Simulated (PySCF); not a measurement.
# Interval between two levels of Ti⁺ by level of theory

Ti⁺ [Ar] 3d2 4s1 [4F9/2, M_J = 9/2] → Ti⁺ [Ar] 3d1 4s1 5s1 [4D7/2, M_J = 7/2], as a difference of total energies. All numbers are calculated (PySCF 2.14, the two-component X2C-1e Hamiltonian, in x2c-TZVPall-2c with one added diffuse shell each of s, p, d type (7s8p5d1f, 63 functions)). Correlated levels: [Ne] frozen; the 6 highest virtual spinors dropped. "Screened" scales the spin-orbit matrix elements by Boettger's factors to mimic the two-electron term; Breit and QED terms are absent.

```csv
method,interval between two levels (cm⁻¹)
GHF (spin-free),91502
GMP2 (spin-free),92914
GHF (screened spin-orbit),91472
GMP2 (screened spin-orbit),92881
```

The labels give the starting determinants; with spin-orbit coupling the two ends relaxed to ⟨J²⟩ = 24.75, ⟨L²⟩ = 12.00, ⟨S²⟩ = 3.75 and ⟨J²⟩ = 15.76, ⟨L²⟩ = 6.01, ⟨S²⟩ = 3.75.

The promoted electron is Rydberg-like, and one or two diffuse shells describe it only roughly, which tends to raise the upper state.
